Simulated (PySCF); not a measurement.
## Electronic structure of Cl+ (chlorine, charge +1) at the MN15 level

Configuration: [Ne] 3s2 3p4, high-spin 3P determinant. Calculation: PySCF 2.14, in pcseg-2 (5s4p2d1f, 34 functions); the non-relativistic Hamiltonian (point nucleus).

```json
{
  "Total energy": "-459.5982 hartree",
  "One-electron energy": "-627.5457 hartree",
  "Hartree (Coulomb) energy": "195.7385 hartree",
  "Exchange-correlation energy": "-27.7910 hartree",
  "Kinetic energy": "459.11203 hartree",
  "⟨S²⟩": "2.0024",
  "⟨L²⟩": "2.011",
  "Sum of ⟨r⟩": "13.29 bohr",
  "Sum of ⟨r²⟩": "20.54 bohr²",
  "Traceless quadrupole moment −½Σ⟨3z² − r²⟩ along its main axis": "-1.29 e·bohr²",
  "Density at the nucleus (Gaussians lack the cusp)": "3160 bohr⁻³",
  "Spin density at the nucleus": "0.109 bohr⁻³",
  "Langevin diamagnetic susceptibility": "-16.3 ×10⁻⁶ cm³/mol",
  "Time after the integrals": "0.56 s of wall time on 1 thread of Neoverse-N1 (shared host)"
}
```

```json
{"shell": "1s α", "electrons": "1", "mean orbital energy (eV)": "-2746.3", "spread (eV)": "0", "rms radius, mean of both spins (bohr)": "0.106"}
{"shell": "1s β", "electrons": "1", "mean orbital energy (eV)": "-2745.9", "spread (eV)": "0", "rms radius, mean of both spins (bohr)": "0.106"}
{"shell": "2s α", "electrons": "1", "mean orbital energy (eV)": "-264.02", "spread (eV)": "0", "rms radius, mean of both spins (bohr)": "0.492"}
{"shell": "2s β", "electrons": "1", "mean orbital energy (eV)": "-263.66", "spread (eV)": "0", "rms radius, mean of both spins (bohr)": "0.492"}
{"shell": "2p α", "electrons": "3", "mean orbital energy (eV)": "-210.03", "spread (eV)": "0.823", "rms radius, mean of both spins (bohr)": "0.454"}
{"shell": "2p β", "electrons": "3", "mean orbital energy (eV)": "-209.72", "spread (eV)": "0.564", "rms radius, mean of both spins (bohr)": "0.454"}
{"shell": "3s α", "electrons": "1", "mean orbital energy (eV)": "-35.633", "spread (eV)": "0", "rms radius, mean of both spins (bohr)": "1.63"}
{"shell": "3s β", "electrons": "1", "mean orbital energy (eV)": "-32.690", "spread (eV)": "0", "rms radius, mean of both spins (bohr)": "1.63"}
{"shell": "3p α", "electrons": "3", "mean orbital energy (eV)": "-22.740", "spread (eV)": "1.061", "rms radius, mean of both spins (bohr)": "1.84"}
{"shell": "3p β", "electrons": "1", "mean orbital energy (eV)": "-20.835", "spread (eV)": "0", "rms radius, mean of both spins (bohr)": "1.84"}
```
